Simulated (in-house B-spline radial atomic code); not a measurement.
Results of a calculation; reference values are marked as such.
# C6 from the polarisability at imaginary frequency: Yb III (Yb2+)

BLYP linear response of the closed shell [Xe] 4f14, from a B-spline radial code for spherical atoms; scalar-relativistic (spin-free one-electron X2C), finite nucleus, no spin-orbit coupling; shells from n = 3 respond.

The dispersion coefficient of two like species is C6 = (3/π) ∫ α(iu)² du from 0 to ∞.

```tsv
u (hartree)	α(iu) (bohr³)
0	8.051
0.156	6.784
0.364	5.354
0.624	4.426
1.04	3.356
1.56	2.418
2.34	1.583
3.64	0.9213
5.2	0.5722
7.79	0.3235
13	0.1507
26	0.04983
```

Question: Fit one oscillator, α(iu) = α(0)/(1 + u²/ω²), through u = 0.156 and estimate C6.

Answer: From α(0)/α(iu) − 1 = 8.051/6.784 − 1 = 0.1868, ω = u/√0.1868 = 0.3610 hartree (9.8 eV). London's formula gives C6 = (3/4) α(0)² ω = 0.75 × 8.051² × 0.3610 = 17.55 hartree·bohr⁶, and the oscillator holds f = α(0) ω² = 1.05 electrons, of a sum of oscillator strengths of 61.7.

Question: How does that compare with the full integral?

Answer: The program's quadrature over all excitations gives C6 = 37.93, so the single oscillator is off by -53.7 %. At the last point the fit gives α = 0.00155 against 0.0498: higher excitations, and deeper shells where there are any, keep the true curve higher at large u.
